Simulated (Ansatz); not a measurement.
Wavefunction ladder for `[F][Ge]1([SH])[CH2][NH]1`

```xyz
9

F     1.337   -0.456   -1.842
Ge    0.194    0.054   -0.648
S    -1.204    1.491   -1.507
C     0.073   -0.810    1.041
N     0.958    0.407    0.980
H    -1.721    0.610   -2.381
H    -0.868   -0.735    1.582
H     0.609   -1.737    1.228
H     0.624    1.177    1.546
```

The species carries charge 0 and has multiplicity 1. Correlated methods include outer-core shells of Ge, which these sets cover unevenly. Scalar relativity is left out up to krypton. All single points use the PBE0-D4/def2-TZVP geometry. It is one conformer, not always the lowest. Frozen core, restricted reference, Ansatz.

```csv
basis,HF (Eh),MP2 corr.,CCSD corr.,(T),CCSD(T) total
def2-SVP,-2666.43189,?,-0.87647,-0.02629,?
def2-TZVPP,?,?,?,-0.04546,?
def2-QZVPP,-2667.14421,-1.38327,–,–,–
```

Fill in the withheld values. (An estimate is asked.)

Ansatz gave: def2-SVP MP2 corr.: -0.84858; def2-SVP CCSD(T) total: -2667.33465; def2-TZVPP HF (Eh): -2667.08152; def2-TZVPP MP2 corr.: -1.05440; def2-TZVPP CCSD corr.: -1.07777; def2-TZVPP CCSD(T) total: -2668.20475.
